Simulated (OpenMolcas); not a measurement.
**P+: effect of the active space**

| Item | Value |
| --- | --- |
| Program | OpenMolcas 26.06 |
| Method | MS-CASPT2 or its RAS form, IPEA 0.25 Eh, imaginary shift 0.1 Eh |
| Basis | ANO-RCC-VQZP |
| Scalar Hamiltonian | DKH2, point nucleus |
| Spin-orbit coupling | state interaction with AMFI integrals over the reference wave functions, term energies averaged over their components |

A. 2 electrons in 9 orbitals (RAS2 3p; RAS3 3d 4s, at most 1 electron); 2S+1 = 3 even, 3 roots; 2S+1 = 1 even, 6 roots; 2S+1 = 3 odd, 18 roots; 2S+1 = 1 odd, 18 roots; closed shells correlated: 2s 2p 3s; CASPT2 step about 20 core-seconds
B. 4 electrons in 9 orbitals (RAS2 3s 3p; RAS3 3d, at most 2 electrons); 2S+1 = 3 even, 6 roots; 2S+1 = 1 even, 11 roots; 2S+1 = 5 odd, 1 root; 2S+1 = 3 odd, 8 roots; 2S+1 = 1 odd, 8 roots; closed shells correlated: 2s 2p; CASPT2 step of the order of 22 core-seconds

Energies in cm⁻¹ above 3s² 3p² ³P₀, the measured ground level; measured values from NIST Handbook of Basic Atomic Spectroscopic Data.

| Level | A | B | Measured |
| --- | --- | --- | --- |
| 3s² 3p² ³P₀ | 0.0 | 0.0 | 0.0 |
| 3s² 3p² ³P₁ | 145 | 144 | 165 |
| 3s² 3p² ³P₂ | 418 | 414 | 469 |
| 3s² 3p² ¹D₂ | 8670 | 8890 | 8882 |
| 3s² 3p² ¹S₀ | 26160 | 21650 | 21576 |

Deviations, from unrounded energies. A percentage is the sum of absolute deviations over the sum of measured energies, with the sign that they share, or ± where signs differ.

```
                        Against measurement  Levels      A      B
             mean absolute deviation (cm-1)       4   1200     39
      fine structure of the ground term (%)       2  -11.2  -11.9
other terms of the ground configuration (%)       2  ±15.8   +0.3
```

B lies closest to measurement on these levels. The largest miss of B in the table is 3s² 3p² ¹S₀, by +76 cm-1. The ranking rests on the paired levels alone, and a cruder setting can come out closer through cancelling errors.

Between A and B the level of the table that moves most is 3s² 3p² ¹S₀, by 4500 cm-1 (lowest in B, highest in A). Moves below CASPT2's spread within the term are not significant.

CASPT2 does not keep the components of a term degenerate, so their means are used; among the terms shown or strongly mixed into the levels shown the widest spread is 160 cm-1 (3s² 3p² ¹D, A). Over all roots computed the reference weight is 0.91 to 0.97 in A, 0.94 to 0.99 in B; the roots of lowest weight are the least certain, and an intruder state may touch them. With the s shell closed, the reference lacks s² → p² mixing (holds for A). Some terms miss by over 15 % even with CASPT2, which points to a basis or an active space too small for the shells correlated (holds for A). The run also gave levels led by 3s 3p² 3d, 3s² 3p 3d, which use shells meant for correlation; these and all levels above them are left out (holds for B). Measured partners are found by configuration, term and J. A level has none where our copy of the source lacks it or the pairing is in doubt (some pairs that miss far off the trend of their configuration count as doubtful), and it then counts in no deviation. Only configurations of the active space appear. Levels that lie high or do not pair safely by name in every column are left out.
